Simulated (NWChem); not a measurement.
# Correlation energy of F$_{2}$Zn

```
Zn
F 1 1.7300
F 1 1.7300 2 180.00
```
Charge 0, spin multiplicity 1.

All runs are NWChem calculations. Structure: optimised with PBE0/def2-SVP, a minimum by its harmonic frequencies.

Basis set: def2-SVP. Each correlation energy counts from its own Hartree-Fock reference.

The correlated methods keep 11 core orbitals frozen. The structure started from a generated list of species. No row is a measurement; the coupled-cluster row has its own basis-set and correlation limits.

One of these methods gave a correlation energy of -674.4 mHa. Which?
A) MP2
B) CCSD
C) SCS-MP2
D) CCSD+T(CCSD)

A, MP2. The others give -621.9 (SCS-MP2), -655.5 (CCSD), -670.2 (CCSD+T(CCSD)).
